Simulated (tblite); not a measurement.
Record of a relaxation.

Species: C5H6BrClO.
Atom-mapped SMILES: `[Cl:1][C@H:2]([Br:3])[CH2:4][O:5][C:6]1=[CH:7][CH2:8]1` (hydrogens: H9 on C2; H10, H11 on C4; H12 on C7; H13, H14 on C8)

Computed with GFN2-xTB (tblite), gas phase: L-BFGS steps from a force-field or distance-geometry start until the largest atomic force falls under 0.01 eV/Å. 12 of its 126 geometries are shown.

Step 0: E = -715.2559 eV, largest atomic force 4.407 eV/Å
```
atom  x, y, z in Å  |  force x, y, z in eV/Å
Cl1     3.813   -0.338    0.014   -0.294  -0.046  -0.086
C2      2.256    0.401   -0.485    0.156   0.097   0.502
Br3     2.356    2.312   -0.105   -0.138  -0.026  -0.087
C4      1.091   -0.223    0.269    0.095  -0.368  -0.285
O5     -0.137    0.155   -0.348    1.993  -0.752   0.655
C6     -1.188   -0.374    0.347    1.676   1.461  -0.371
C7     -2.216    0.393    0.703    0.112   3.254   1.135
C8     -2.485   -0.722   -0.139   -2.522  -3.326  -1.413
H9      2.154    0.300   -1.558   -0.061  -0.045  -0.178
H10     1.166   -1.327    0.236    0.213   0.122  -0.025
H11     1.087    0.076    1.330    0.109   0.092  -0.186
H12    -2.239    1.455    0.555   -0.756  -0.034   0.960
H13    -2.968   -1.584    0.317   -0.119  -0.097  -0.430
H14    -2.690   -0.523   -1.185   -0.466  -0.334  -0.191
```

Step 11: E = -716.8382 eV, largest atomic force 0.516 eV/Å
```
atom  x, y, z in Å  |  force x, y, z in eV/Å
Cl1     3.897   -0.355   -0.013   -0.139   0.113   0.000
C2      2.323    0.360   -0.438    0.126   0.151  -0.104
Br3     2.297    2.284   -0.110    0.044  -0.021   0.064
C4      1.184   -0.313    0.309    0.241   0.014   0.059
O5      0.038   -0.009   -0.448   -0.098  -0.121   0.003
C6     -1.221   -0.017    0.040    0.351   0.038  -0.373
C7     -2.245    0.647    0.470   -0.310   0.093   0.402
C8     -2.544   -0.686   -0.193    0.142  -0.211  -0.118
H9      2.164    0.267   -1.512    0.086  -0.122  -0.046
H10     1.392   -1.387    0.323   -0.174  -0.302  -0.095
H11     1.177    0.021    1.349   -0.353   0.203   0.090
H12    -2.678    1.469    0.996    0.057  -0.162  -0.082
H13    -2.826   -1.570    0.373    0.061   0.158   0.185
H14    -2.960   -0.712   -1.194   -0.035   0.167   0.013
```

Step 23: E = -716.9448 eV, largest atomic force 0.297 eV/Å
```
atom  x, y, z in Å  |  force x, y, z in eV/Å
Cl1     3.898   -0.317    0.068   -0.010  -0.100   0.131
C2      2.336    0.363   -0.414   -0.165  -0.122  -0.036
Br3     2.304    2.271   -0.091   -0.021   0.190   0.011
C4      1.142   -0.301    0.258   -0.119  -0.045   0.087
O5      0.048   -0.079   -0.614    0.012  -0.044   0.080
C6     -1.186    0.004   -0.087   -0.015   0.071  -0.041
C7     -2.153    0.615    0.528   -0.068  -0.024   0.006
C8     -2.505   -0.687   -0.174   -0.073  -0.008  -0.090
H9      2.221    0.227   -1.489    0.093   0.043  -0.148
H10     1.306   -1.386    0.356    0.114   0.045  -0.045
H11     0.940    0.105    1.254    0.071   0.085   0.044
H12    -2.601    1.412    1.077    0.267  -0.130   0.017
H13    -2.716   -1.588    0.394    0.068   0.082   0.049
H14    -3.035   -0.640   -1.115   -0.156  -0.043  -0.065
```

Step 34: E = -717.0249 eV, largest atomic force 0.179 eV/Å
```
atom  x, y, z in Å  |  force x, y, z in eV/Å
Cl1     3.791   -0.339    0.272   -0.030   0.077   0.007
C2      2.309    0.387   -0.405    0.123  -0.130   0.007
Br3     2.293    2.308   -0.107    0.000   0.044  -0.034
C4      1.075   -0.264    0.200    0.081   0.001  -0.018
O5      0.035   -0.193   -0.753   -0.058  -0.026  -0.013
C6     -1.192   -0.026   -0.242    0.114  -0.056  -0.079
C7     -2.041    0.560    0.541   -0.052   0.070   0.068
C8     -2.527   -0.681   -0.188   -0.055   0.005   0.025
H9      2.326    0.233   -1.485   -0.006   0.031   0.011
H10     1.280   -1.325    0.401    0.094  -0.024   0.015
H11     0.797    0.218    1.143   -0.036   0.034   0.011
H12    -2.305    1.324    1.228   -0.019  -0.022   0.048
H13    -2.638   -1.602    0.373   -0.110  -0.068   0.025
H14    -3.204   -0.601   -1.026   -0.045   0.065  -0.072
```

Step 45: E = -717.0640 eV, largest atomic force 0.212 eV/Å
```
atom  x, y, z in Å  |  force x, y, z in eV/Å
Cl1     3.807   -0.237    0.350   -0.161   0.065  -0.064
C2      2.318    0.411   -0.422    0.197  -0.077   0.007
Br3     2.285    2.341   -0.202   -0.114   0.043  -0.027
C4      1.097   -0.269    0.186    0.057   0.004   0.011
O5      0.023   -0.350   -0.733   -0.007  -0.041  -0.024
C6     -1.193   -0.125   -0.218   -0.039  -0.059  -0.004
C7     -2.004    0.498    0.583   -0.016   0.035   0.010
C8     -2.595   -0.649   -0.213   -0.054   0.039   0.031
H9      2.408    0.221   -1.492   -0.110  -0.030  -0.008
H10     1.391   -1.296    0.442   -0.015  -0.054   0.074
H11     0.781    0.250    1.094    0.020   0.015   0.103
H12    -2.222    1.234    1.318    0.045  -0.029  -0.007
H13    -2.847   -1.568    0.313    0.114   0.002  -0.090
H14    -3.252   -0.461   -1.055    0.083   0.088  -0.011
```

Step 57: E = -717.1916 eV, largest atomic force 0.284 eV/Å
```
atom  x, y, z in Å  |  force x, y, z in eV/Å
Cl1     3.848    0.133    0.181    0.033  -0.069   0.011
C2      2.218    0.363   -0.477   -0.146   0.156  -0.029
Br3     1.823    2.288   -0.545   -0.095  -0.062   0.025
C4      1.182   -0.390    0.363    0.130   0.105   0.049
O5      0.057   -0.728   -0.416    0.185   0.017  -0.177
C6     -1.125   -0.244   -0.057   -0.262  -0.105   0.034
C7     -1.948    0.395    0.722   -0.045   0.027  -0.101
C8     -2.566   -0.456   -0.376   -0.085   0.084   0.068
H9      2.204    0.046   -1.520    0.020  -0.153   0.042
H10     1.627   -1.329    0.715    0.063  -0.005  -0.053
H11     0.904    0.209    1.235   -0.082   0.009   0.061
H12    -2.170    1.094    1.488    0.073  -0.065   0.002
H13    -3.039   -1.403   -0.115    0.040   0.153  -0.031
H14    -3.015    0.021   -1.247    0.171  -0.093   0.098
```

Step 68: E = -717.2318 eV, largest atomic force 0.058 eV/Å
```
atom  x, y, z in Å  |  force x, y, z in eV/Å
Cl1     3.816    0.312    0.113   -0.030   0.027   0.041
C2      2.142    0.358   -0.485   -0.023  -0.026  -0.020
Br3     1.544    2.203   -0.705   -0.023   0.013   0.004
C4      1.200   -0.415    0.433   -0.009  -0.017  -0.004
O5      0.092   -0.854   -0.330    0.021   0.008   0.006
C6     -1.098   -0.350   -0.008    0.025  -0.019   0.034
C7     -1.893    0.333    0.760    0.035   0.036   0.001
C8     -2.523   -0.351   -0.437    0.019  -0.026   0.016
H9      2.125   -0.085   -1.482    0.042  -0.003  -0.038
H10     1.723   -1.302    0.807    0.002  -0.039  -0.026
H11     0.880    0.194    1.285   -0.006   0.001  -0.008
H12    -2.068    0.966    1.591   -0.030   0.030   0.013
H13    -3.120   -1.246   -0.290   -0.004   0.045  -0.030
H14    -2.819    0.237   -1.300   -0.020  -0.030   0.010
```

Step 80: E = -717.2452 eV, largest atomic force 0.106 eV/Å
```
atom  x, y, z in Å  |  force x, y, z in eV/Å
Cl1     3.718    0.495    0.203    0.058   0.066  -0.039
C2      2.096    0.343   -0.507    0.017  -0.015   0.048
Br3     1.302    2.100   -0.803    0.004   0.020  -0.054
C4      1.217   -0.481    0.425    0.003   0.001   0.081
O5      0.085   -0.941   -0.275    0.006  -0.001  -0.017
C6     -1.080   -0.371    0.034   -0.028  -0.047   0.019
C7     -1.864    0.344    0.785    0.088   0.057  -0.018
C8     -2.483   -0.288   -0.444   -0.074  -0.021  -0.053
H9      2.185   -0.134   -1.485    0.009   0.040   0.018
H10     1.792   -1.350    0.762   -0.038  -0.093  -0.034
H11     0.929    0.113    1.299   -0.021  -0.013   0.033
H12    -2.045    0.989    1.605    0.021   0.025   0.019
H13    -3.141   -1.142   -0.335   -0.015  -0.047  -0.003
H14    -2.712    0.323   -1.312   -0.031   0.026   0.000
```

Step 91: E = -717.2595 eV, largest atomic force 0.088 eV/Å
```
atom  x, y, z in Å  |  force x, y, z in eV/Å
Cl1     3.633    0.690    0.310    0.064  -0.021   0.041
C2      2.083    0.344   -0.484   -0.008   0.048   0.036
Br3     1.158    2.010   -0.893   -0.058   0.055  -0.025
C4      1.221   -0.540    0.412    0.014   0.020  -0.024
O5      0.082   -0.974   -0.297   -0.025   0.009  -0.036
C6     -1.070   -0.377    0.015   -0.052  -0.008  -0.001
C7     -1.813    0.373    0.773   -0.005   0.013   0.014
C8     -2.485   -0.257   -0.431    0.050   0.031  -0.066
H9      2.288   -0.131   -1.443   -0.018  -0.047  -0.018
H10     1.800   -1.430    0.677    0.017  -0.036   0.029
H11     0.940    0.000    1.323    0.003  -0.024  -0.009
H12    -1.952    1.031    1.592    0.010  -0.001  -0.014
H13    -3.163   -1.094   -0.305   -0.004  -0.032   0.057
H14    -2.722    0.355   -1.296    0.013  -0.007   0.016
```

Step 102: E = -717.2635 eV, largest atomic force 0.016 eV/Å
```
atom  x, y, z in Å  |  force x, y, z in eV/Å
Cl1     3.635    0.668    0.387   -0.001   0.002  -0.004
C2      2.107    0.360   -0.467   -0.004   0.001  -0.001
Br3     1.196    2.039   -0.872    0.003   0.001   0.010
C4      1.214   -0.541    0.378   -0.005  -0.013  -0.002
O5      0.078   -0.931   -0.364   -0.003  -0.006  -0.001
C6     -1.074   -0.351   -0.021   -0.011  -0.002   0.004
C7     -1.803    0.399    0.750    0.011   0.011  -0.004
C8     -2.508   -0.285   -0.406    0.003  -0.009   0.001
H9      2.336   -0.099   -1.430   -0.005   0.004   0.005
H10     1.772   -1.453    0.624    0.009   0.007   0.001
H11     0.923   -0.033    1.304    0.001   0.000   0.000
H12    -1.924    1.072    1.559    0.004  -0.001  -0.006
H13    -3.153   -1.137   -0.215    0.000   0.004   0.001
H14    -2.800    0.292   -1.277   -0.001   0.001  -0.004
```

Step 114: E = -717.2653 eV, largest atomic force 0.043 eV/Å
```
atom  x, y, z in Å  |  force x, y, z in eV/Å
Cl1     3.635    0.648    0.361   -0.002  -0.007  -0.020
C2      2.079    0.373   -0.456    0.007  -0.025  -0.003
Br3     1.179    2.075   -0.784   -0.017  -0.023   0.019
C4      1.216   -0.560    0.386    0.004  -0.027   0.015
O5      0.076   -0.969   -0.338    0.009   0.010  -0.005
C6     -1.067   -0.358   -0.021   -0.020  -0.005   0.010
C7     -1.787    0.440    0.710    0.039  -0.002  -0.017
C8     -2.501   -0.300   -0.405   -0.008  -0.005   0.016
H9      2.273   -0.062   -1.439    0.022   0.028   0.008
H10     1.799   -1.465    0.601   -0.009   0.037   0.007
H11     0.930   -0.078    1.328    0.015   0.005  -0.005
H12    -1.893    1.159    1.481   -0.012   0.000  -0.009
H13    -3.154   -1.133   -0.165   -0.005  -0.001  -0.003
H14    -2.788    0.229   -1.307   -0.021   0.015  -0.014
```

Step 125: E = -717.2669 eV, largest atomic force 0.009 eV/Å
```
atom  x, y, z in Å  |  force x, y, z in eV/Å
Cl1     3.653    0.610    0.319    0.002   0.005   0.002
C2      2.064    0.379   -0.447   -0.001  -0.003   0.001
Br3     1.170    2.100   -0.676    0.002  -0.003   0.004
C4      1.219   -0.572    0.395   -0.001   0.002  -0.001
O5      0.079   -0.993   -0.320   -0.003   0.000  -0.004
C6     -1.062   -0.363   -0.028   -0.001   0.003   0.006
C7     -1.772    0.474    0.666    0.002  -0.005   0.002
C8     -2.500   -0.317   -0.403   -0.001   0.006  -0.002
H9      2.222   -0.017   -1.451   -0.005  -0.004   0.003
H10     1.814   -1.470    0.600   -0.001  -0.002  -0.006
H11     0.937   -0.100    1.343    0.005   0.007   0.002
H12    -1.874    1.232    1.400    0.004  -0.003  -0.004
H13    -3.155   -1.134   -0.117    0.001  -0.001   0.000
H14    -2.795    0.169   -1.327   -0.002  -0.004  -0.004
```

Question: Summarise the path.

Answer: The energy falls by 46.37 kcal/mol from step 0 to step 125; nine tenths of that is first reached at step 46. It rises by more than 0.2 meV at step 61. The largest force goes from 4.407 to 0.009 eV/Å. Among the bonds C7–C8 changes most, from 1.422 to 1.517 Å; the atoms move by 0.731 Å rms after alignment.

The cost below is that of the whole relaxation. On an AMD EPYC with one thread (shared host), this took 3.1 s.
